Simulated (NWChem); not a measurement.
Species: C5H8; SMILES C1=CCCC1

```xyz
13

C      1.0764     0.0452    -0.6678
C      1.0764     0.0452     0.6678
C     -0.3177    -0.0994     1.2372
C     -1.2282     0.1303     0.0000
C     -0.3177    -0.0994    -1.2372
H      1.9635     0.1004    -1.2935
H      1.9635     0.1004     1.2935
H     -0.5264     0.6114     2.0472
H     -0.4568    -1.1034     1.6675
H     -1.5843     1.1668     0.0000
H     -2.1121    -0.5151     0.0000
H     -0.4568    -1.1034    -1.6675
H     -0.5264     0.6114    -2.0472
```
Atoms are numbered in this order, from 1.

Results from NWChem. Pople sets run with spherical d functions. The geometry was optimised at B3LYP/6-31G* (spherical d). Ions are spin-unrestricted doublets at the neutral geometry; other ion states weren't tried. Functional: LC-ωPBE (HJS hole) with 6-31G*; rows give the range parameter ω in 1/bohr.

**Question.** At which range parameter does −ε(HOMO) equal the ΔSCF ionisation energy (optimal tuning)?

**Answer.** about 0.34 per bohr, by linear interpolation in these runs:
```csv
range parameter (1/bohr),"vertical ionisation energy, ΔSCF (eV)",−ε(HOMO) (eV),ΔSCF minus −ε(HOMO) (eV)
0.05,8.66,6.17,2.49
0.10,8.69,6.88,1.81
0.15,8.74,7.50,1.24
0.25,8.89,8.46,0.43
0.40,9.03,9.33,-0.30
```
